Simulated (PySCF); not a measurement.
Species: C5H12BN.
Z-matrix (Å and degrees, PBE0-D3(BJ)/def2-SVP geometry), rows numbered from 1:
```
C 
C   1  1.3432
C   2  1.5039  1  121.06
B   2  1.5719  1  121.82  3  -174.02
N   4  1.3984  2  125.24  1   -54.30
C   5  1.4445  4  121.92  2   177.57
C   5  1.4444  4  125.10  2    -3.39
H   1  1.0949  2  121.88  3   178.21
H   1  1.0972  2  121.89  3    -0.02
H   3  1.1010  2  112.30  1     1.02
H   3  1.1030  2  110.71  1  -120.26
H   3  1.1033  2  111.19  1   122.12
H   4  1.2159  2  118.20  1   126.31
H   6  1.0968  5  110.09  4    -0.00
H   6  1.1052  5  111.16  4  -120.27
H   6  1.1052  5  111.13  4   120.39
H   7  1.1048  5  110.53  4  -124.63
H   7  1.0961  5  110.44  4    -4.25
H   7  1.1051  5  111.32  4   116.36
```

Computed with PySCF at PBE0/pcSseg-1, non-relativistic, on one gas-phase PBE0-D3(BJ)/def2-SVP geometry that isn't relaxed in the solvent. The solvent is an IEF-PCM continuum (cavity from Bondi-type radii × 1.2). Specific hydrogen bonds and non-electrostatic terms are outside this model.

| run | E − E(gas) (kcal/mol) | HOMO (eV) | HOMO–LUMO gap (eV) | dipole (D) |
| --- | --- | --- | --- | --- |
| gas | 0.00 | -6.88 | 6.70 | 1.66 |
| P | -1.84 | -6.89 | 6.65 | 2.10 |
| Q | -0.82 | -6.87 | 6.68 | 1.85 |

Q: The runs were made in cyclohexane and dichloromethane. Which run belongs to which solvent?

A: P = dichloromethane, Q = cyclohexane. The dielectric constants are 2.017 (cyclohexane), 8.93 (dichloromethane), and the energy falls further as ε rises. In this model the ground state sees the solvent through ε alone.

Q: How constant is the ratio of the lowering to (ε − 1)/(2ε + 1)?

A: 
```json
{"solvent": "cyclohexane", "(ε − 1)/(2ε + 1)": "0.202", "E − E(gas) (kcal/mol)": "-0.82", "ratio (kcal/mol)": "-4.1", "polarisation term (kcal/mol)": "-0.87"}
{"solvent": "dichloromethane", "(ε − 1)/(2ε + 1)": "0.420", "E − E(gas) (kcal/mol)": "-1.84", "ratio (kcal/mol)": "-4.4", "polarisation term (kcal/mol)": "-2.07"}
```

The ratio changes by +7.2 % in size from cyclohexane to dichloromethane. The polarisation term is half the interaction of the solute with the induced surface charges.
